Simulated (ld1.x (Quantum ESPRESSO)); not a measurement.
Before and after: RRKJ potential for Zr

```json
{"Element": "zirconium", "Generator": "ld1.x (Quantum ESPRESSO) 7.5", "Type": "norm-conserving RRKJ (Kleinman–Bylander form)", "Functional": "revPBE", "Relativity": "scalar-relativistic", "Frozen core": "[Ar] 3d10", "Valence charge": "12", "Reference configuration": "4s2 4p6 4d2 5s0 5p0 (charge +2)", "Partial waves": "4s (bound): rc 2.00 bohr; 4p (bound): rc 2.05 bohr; 4d (bound): rc 2.80 bohr", "Local potential": "all-electron potential smoothed inside 2.70 bohr (lloc = -1)", "Core correction": "Bessel-smoothed model core inside 1.50 bohr", "rho0": "0.01"}
```

All-electron outer shells of the reference configuration (revPBE, scalar-relativistic, ld1.x):

| shell | level (eV) | outermost node (bohr) | outermost maximum (bohr) |
| --- | --- | --- | --- |
| 3d | -189.16 | – | 0.35 |
| 4s | -68.93 | 0.55 | 1.08 |
| 4p | -46.87 | 0.56 | 1.17 |
| 4d | -17.22 | 0.58 | 1.57 |
| 5s | -15.90 | 1.45 | 2.89 |
| 5p | -11.62 | 1.66 | 3.49 |

Change: wave 4p (bound): rc 2.05 bohr becomes 4p (bound): rc 3.16 bohr.

Cutoffs: the cutoffs (Ry, on a coarse ladder) from which the occupation-weighted sum of valence levels, in a spherical-Bessel basis at the reference potential, stays within 10 and 1 mRy of its value at 400 Ry; they do not see the model core or the augmentation charge, which bear on the density cutoff. Errors are all-electron minus pseudo energies relative to the spin-unpolarised reference configuration.

**Question.** What does the change do?

**Answer.** The potential gets neither clearly harder nor softer (40 Ry and 45 Ry → 35 Ry and 45 Ry); the s channel sets the loose cutoff, while the largest relative change is in p, which becomes softer; the number of tests that count goes from 7 to 0; neither file shows a bound ghost at the reference potential, the only one tested.

```csv
quantity,base,changed
"cutoff, loose",40 Ry,35 Ry
"cutoff, tight",45 Ry,45 Ry
loose cutoff by channel (10 mRy a level),"s 35 Ry, p 18 Ry, d 18 Ry","s 35 Ry, p 12 Ry, d 18 Ry"
bound ghosts,none,none
"tests counted (converged, no solver errors)",7 of 7,0 of 7
```

Changed file: Tests not counted: all (the test run did not reproduce the reference configuration, from which every error is measured).
